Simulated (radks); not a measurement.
Charge is removed step by step from the 5s1/2 level of Hf2+, starting from [Xe] 4f14 5d2. Method: Dirac Kohn-Sham, LDA (Slater exchange, Perdew-Wang correlation), spin-unpolarised, spherical densities, finite nucleus; open shells are shared between the two j in proportion to 2j + 1; Fermi nuclear charge, rms radius 5.347 fm; computed with a radial shooting solver on a logarithmic mesh with Libxc functionals.

removed (e)  E - E(0) (eV)  eigenvalue (eV)  E minus straight line (eV)
0                    0.000          -82.195                       0.000
0.25                21.020          -85.980                      -1.460
0.5                 42.998          -89.862                      -1.962
0.75                65.958          -93.832                      -1.482
1                   89.921          -97.880                       0.000

Removing the whole electron costs 89.921 eV by Delta-SCF, against 82.195 eV from minus the eigenvalue at the starting occupation. Slater's transition state (half an electron removed) gives 89.862 eV. Integrating minus the eigenvalue over the occupation (Janak's theorem) gives 89.921 eV. The mean slope of the eigenvalue, de/dn, is 15.7 eV per electron.
